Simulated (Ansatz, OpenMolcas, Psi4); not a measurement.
**How basis sets differ on SnSiH6O (SMILES [SiH3][O][SnH3])**

SnSiH6O has 9 atoms, charge 0, and is taken as a singlet. SMILES: `[SiH3][O][SnH3]`. The coordinates come from a PBE0-D4/def2-TZVP relaxation.

```xyz
9

Si   -0.7075    1.1063   -0.9618
O     0.5496    0.2327   -0.4110
Sn    0.8371   -1.1457    0.9564
H    -1.7860    0.2281   -1.5020
H    -0.2330    2.0041   -2.0464
H    -1.3096    1.9374    0.1212
H     2.4937   -1.4998    0.8299
H    -0.1660   -2.4609    0.5447
H     0.4101   -0.4484    2.4520
```

Each level gives the HOMO–LUMO gap (eV). The values are calculated.

```
                                        level          kind     program  value (eV)  CPU time
                            HF/ANO-R0 (sfX2C)  Hartree–Fock  OpenMolcas       13.06     4.2 s
                                    HF/STO-3G  Hartree–Fock      Ansatz       17.85    0.75 s
                                     HF/3-21G  Hartree–Fock      Ansatz       14.28     1.2 s
          HF/ANO-RCC-VDZ (DKH2, RICD fitting)  Hartree–Fock  OpenMolcas       13.92     7.8 s
                 HF/def2-SVP (core potential)  Hartree–Fock      Ansatz       14.29     2.1 s
HF/def2-SVP (density fitting, core potential)  Hartree–Fock        Psi4       14.29       3 s
```

All-electron rows without a relativistic Hamiltonian named are non-relativistic, while core potentials hold scalar relativity, so basis and relativity change together. The values span 13.06 to 17.85 eV. A Hartree–Fock LUMO above zero doesn't converge with the basis: it sinks as sets grow more diffuse. Orbital gaps aren't excitation energies. CPU times are rough (shared hosts, several kinds of processor and program).
